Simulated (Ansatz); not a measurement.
`C[NH][In]([CH3])[F]` → 2 C• + F• + 7 H• + In• + N•  (atomization)

Isolated molecules relaxed with PBE0-D4/def2-TZVP in Ansatz; ΔE leaves out vibrations. CCSD(T)/CBS adds triple-zeta CCSD(T) − MP2 to the extrapolated MP2 energy (def2 sets, frozen cores). This one scheme is used for every species, atoms too. Functionals use def2-TZVPP. Open shells (•) are unrestricted, without spin–orbit coupling. Spin–orbit coupling would lower the free atoms: a little for C, F; strongly for In. Elements past krypton have def2 core potentials. For In outer-core shells are correlated without core-valence functions, so the limit isn't a true one: a few kJ/mol of doubt a bond, and 10 to 20 or more in all where bonds break to atoms. One conformer a species, not always the lowest.

Question: What is ΔE at CCSD(T)/CBS? (An estimate is asked.)

Answer: Ansatz gave: +43.25 eV.

Question: What do these levels give: revPBE-D4, PBE0-D4, r2SCANh-D4, ωB97M-V, BLYP, PBE0, r2SCANh, r2SCAN0, CAM-B3LYP, HF/def2-SVP, MP2/def2-SVP, MP2/def2-QZVPP? (Estimate.)

Answer: Computed: revPBE-D4 42.67, PBE0-D4 42.97, r2SCANh-D4 42.70, ωB97M-V 43.15, BLYP 42.51, PBE0 42.79, r2SCANh 42.64, r2SCAN0 42.21, CAM-B3LYP 43.10, HF/def2-SVP 30.68, MP2/def2-SVP 41.05, MP2/def2-QZVPP 43.29 eV.

Largest T1 diagnostic among the species: 0.015.

Leaving LDA and LC-ωPBE aside and taking each functional with its dispersion term where it has one, the values, not all of them listed here, spread over 2.18 eV, from BHLYP-D4 to PBE-D4. LDA lies +5.69 eV from PBE without D4, its usual overbinding. From BLYP to BHLYP (50 % exact exchange), in def2-TZVPP and without D4, ΔE moves by −1.13 eV: exact exchange takes away binding that semilocal exchange gives to molecules.

For atomizations the MP2-based limit and the directly extrapolated one differ by several kJ/mol either way, and by 10 to 25 for some Ge, Se and Sn compounds, so smaller differences from it don't rank the levels.
